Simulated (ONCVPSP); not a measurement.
Pseudopotential generation for Pm: ONCV, PBE, scalar-relativistic.

ONCVPSP 4.0.1 input, shortened (lines: element, Z, core and valence counts, functional; n l f; lmax; l rc ep ncon nbas qcut; lloc lpopt rc5 dvloc0; l nproj debl; icmod fcfact rcfact), PBE, scalar-relativistic:

```
  Pm 61.00   10    4        4      upf
    1    0    2.00
    2    0    2.00
    2    1    6.00
    3    0    2.00
    3    1    6.00
    3    2   10.00
    4    0    2.00
    4    1    6.00
    4    2   10.00
    4    3    4.00
    5    0    2.00
    5    1    6.00
    5    2    1.00
    6    0    2.00
    3
    0    2.65    0.00    4    9    4.60
    1    2.60    0.00    4    7    4.30
    2    2.00    0.00    4    8    5.10
    3    2.00    0.38    5    8    5.00
    2    5    2.00    0.00
    0    2    1.80
    1    2    3.40
    2    0    3.30
    3    2    2.60
    2    0.25    0.80
```

Estimate the cutoffs (Ha) at which the residual kinetic energy of the hardest occupied pseudo-wave falls to 1 and 0.1 mHa per electron.

7.1 Ha and 8.9 Ha. The cutoffs count occupied waves only; projector 2 of the f channel, the hardest unoccupied one, needs 85 Ha at the loose tolerance.

Does the potential have ghost states?

Ghosts flagged at negative energy: s at -27.9 eV, f at -71.7 eV; GHOST(+) flagged for f at 64.4 eV. A true bound ghost makes a file unfit for plane-wave use.

Tests: 5s2 5p6 5d1 6s1; 5s2 5p6 5d1 6s0; 5s2 5p6 5d0 6s0; 5s2 5p6 5d1 6s1 6p1. Which has the largest error in its energy relative to the reference configuration, and how large is it?

5s2 5p6 5d0 6s0, with -49 meV (all-electron minus pseudo) on +37.57 eV.
